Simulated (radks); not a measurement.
Species: Pm3+. Configuration: [Kr] 4d10 4f4 5s2 5p5.75 6p0.25 (fractional occupations, a model configuration). Calculated with a radial shooting solver on a logarithmic mesh with Libxc functionals: scalar-relativistic Kohn-Sham, BLYP, spin-unpolarised, spherical densities, finite nucleus; Fermi nuclear charge, rms radius 4.962 fm.

Radial electron density D(r) = 4 pi r^2 rho(r):

| r (bohr) | D(r) (e/bohr) |
|---|---|
| 0.0008258 | 2.458 |
| 0.0009613 | 3.174 |
| 0.001119 | 4.088 |
| 0.001303 | 5.248 |
| 0.001517 | 6.712 |
| 0.001766 | 8.547 |
| 0.002056 | 10.83 |
| 0.002393 | 13.64 |
| 0.002786 | 17.07 |
| 0.003243 | 21.18 |
| 0.003776 | 26.05 |
| 0.004395 | 31.70 |
| 0.005117 | 38.10 |
| 0.005957 | 45.14 |
| 0.006935 | 52.61 |
| 0.008073 | 60.16 |
| 0.009399 | 67.31 |
| 0.01094 | 73.48 |
| 0.01274 | 78.06 |
| 0.01483 | 80.53 |
| 0.01726 | 80.63 |
| 0.0201 | 78.61 |
| 0.0234 | 75.32 |
| 0.02724 | 72.25 |
| 0.03171 | 71.25 |
| 0.03691 | 73.91 |
| 0.04297 | 80.79 |
| 0.05003 | 90.70 |
| 0.05824 | 100.6 |
| 0.0678 | 106.4 |
| 0.07893 | 105.3 |
| 0.09189 | 97.32 |
| 0.1061 | 87.24 |
| 0.1235 | 79.97 |
| 0.1438 | 80.54 |
| 0.1674 | 87.47 |
| 0.1949 | 93.16 |
| 0.2269 | 89.12 |
| 0.2642 | 73.36 |
| 0.3075 | 53.05 |
| 0.358 | 38.99 |
| 0.4168 | 36.36 |
| 0.4852 | 40.64 |
| 0.5648 | 42.83 |
| 0.6576 | 38.03 |
| 0.7655 | 28.46 |
| 0.8912 | 19.34 |
| 1.037 | 13.65 |
| 1.208 | 10.87 |
| 1.406 | 9.013 |
| 1.637 | 6.829 |
| 1.906 | 4.394 |
| 2.218 | 2.337 |
| 2.583 | 1.036 |
| 3.007 | 0.4148 |
| 3.5 | 0.1825 |
| 4.075 | 0.09929 |
| 4.744 | 0.05511 |
| 5.522 | 0.02500 |
| 6.429 | 0.008311 |
| 7.484 | 0.001910 |
| 8.713 | 0.0002879 |

D(r) has 4 maxima, at r = 0.0161, 0.0717, 0.200, 0.551 bohr, and minima at 0.0310, 0.132, 0.400 bohr, inside which lie 1.95, 11.14, 29.15 electrons.
